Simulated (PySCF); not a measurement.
Species: Sn(SiH3)4.
Bonds: Sn1–Si2, Sn1–Si6, Sn1–Si10, Sn1–Si14. Hydrogens: H3, H4, H5 on Si2; H7, H8, H9 on Si6; H11, H12, H13 on Si10; H15, H16, H17 on Si14.

Computed by this run: PBE0-D3(BJ)/def2-SVP geometry optimisation, gas phase, def2 core potentials past Kr in PySCF 2.14.0; density fitting, grid level 1; the optimiser is geomeTRIC in internal coordinates, started from a GFN2-xTB structure with every atom displaced at random (about 0.03 Å).

Step 0: E = -37513.9790 eV
```
atom  x, y, z in Å  |  force x, y, z in eV/Å
Sn1     0.0557   -0.0600    0.0044   -0.986   0.808  -0.072
Si2    -0.0235   -0.0295    2.5397    2.256   0.125  -1.577
H3      0.5124   -1.2589    3.0333    0.630  -1.198   0.461
H4     -1.2610    0.0942    3.0675   -3.378   0.329   1.143
H5      0.7564    1.0726    3.0648    0.621   0.709   0.268
Si6     2.3938    0.0123   -0.8611    0.803  -0.376   1.857
H7      3.1115   -1.2412   -0.4684   -0.052  -0.071   0.021
H8      3.2217    1.1274   -0.3267   -0.099   0.205   0.181
H9      2.4534    0.1083   -2.2506   -0.067   0.132  -2.271
Si10   -1.2237    2.1027   -0.8044    0.779  -0.919  -1.128
H11    -0.5806    3.3141   -0.3411    0.550   0.749   0.326
H12    -2.5748    2.1502   -0.3342   -1.242  -0.119   0.578
H13    -1.3407    2.1937   -2.3199    0.194  -0.124   0.382
Si14   -1.2375   -2.0744   -0.8427    2.204  -0.358  -0.245
H15    -0.4816   -3.3163   -0.4550   -0.108   0.087   0.032
H16    -1.2703   -2.0480   -2.2973   -0.068   0.057  -0.801
H17    -2.5397   -2.1479   -0.3481   -2.036  -0.036   0.845
```

**Question.** Estimate the geometry and energy of step 1. (The exact step hangs on the optimiser's Hessian estimate; all steps are aligned on step 0, rigid shifts and turns removed.)

**Answer.** E = -37514.6729 eV, largest force 0.249 eV/Å
```
atom  x, y, z in Å  |  force x, y, z in eV/Å
Sn1     0.0398   -0.0366   -0.0011   -0.200   0.091   0.054
Si2    -0.0249   -0.0054    2.5697    0.191  -0.070   0.062
H3      0.5536   -1.2885    3.0911   -0.028   0.096   0.012
H4     -1.4188    0.1324    3.0918   -0.025  -0.005  -0.065
H5      0.7892    1.1424    3.0901   -0.036  -0.073  -0.028
Si6     2.4444    0.0257   -0.8833    0.217  -0.120   0.014
H7      3.1583   -1.2306   -0.4834   -0.041   0.025  -0.036
H8      3.2196    1.1751   -0.3163   -0.107   0.014   0.009
H9      2.4757    0.1321   -2.3769   -0.060  -0.007   0.045
Si10   -1.1988    2.0612   -0.7958   -0.133   0.183  -0.065
H11    -0.5095    3.3016   -0.3115   -0.016  -0.056  -0.008
H12    -2.6090    2.0754   -0.2842    0.082  -0.029   0.031
H13    -1.2722    2.1173   -2.2896    0.052  -0.018   0.000
Si14   -1.2437   -2.0860   -0.8727    0.192  -0.083  -0.100
H15    -0.5071   -3.3261   -0.4703   -0.065  -0.001   0.020
H16    -1.2899   -2.0535   -2.3703   -0.054   0.022   0.060
H17    -2.6353   -2.1371   -0.3269    0.031   0.032  -0.006
```

The energy changes by -0.6939 eV. The first-order estimate −F·Δx gives -1.4900 eV and the mean of the old and new forces, exact on a quadratic surface, -0.7402 eV. The step makes an angle of 52° with the force vector and moves no atom by more than 0.164 Å.

The cost below is that of the whole optimisation. Hardware: Arm Neoverse V2, one thread, no GPU, shared host with 32 logical CPUs at a one-minute load of 20. Cost: 1.8 min of wall time, 0.65 GiB resident at most.
